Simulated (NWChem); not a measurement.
# GeClF, singlet; SMILES [Cl][Ge][F]

All runs: NWChem. Pople sets run with spherical d functions. Low-valent species are run as closed-shell singlets; no triplet was tried in these runs. The geometry was optimised at PBE-D3(BJ)/def2-SVP. Hybrids' shares of exact exchange are those that their runs print; pure functionals count as 0. The functionals differ in more than this share.

```
row           share of exact exchange  highest occupied level (eV)
------------  -----------------------  ---------------------------
PBE/6-31G*                       0.00                        -7.22
TPSS/6-31G*                      0.00                        -7.34
TPSSh/6-31G*                     0.10                        -7.82
B3LYP/6-31G*                     0.20                     withheld
PBE0/6-31G*                      0.25                        -8.45
MPW1K/6-31G*                     0.43                        -9.35
```

Task: Fit a straight line of the last column on the one before it, predict the withheld value, and compare with the run.

Result: 
1. Means of the 5 shown rows: x = 0.156, y = -8.036. Slope Σ(x − x̄)(y − ȳ)/Σ(x − x̄)² = -0.6469/0.1357 = -4.767; intercept -7.292.
2. The shown rows scatter about the line by 0.048 (root mean square); the largest residual is +0.07, at PBE/6-31G*.
3. At x = 0.20 (B3LYP/6-31G*; inside the shown range) the line gives -8.25.
4. The run gives -8.22, +0.03 from the line, 0.6 times the scatter.
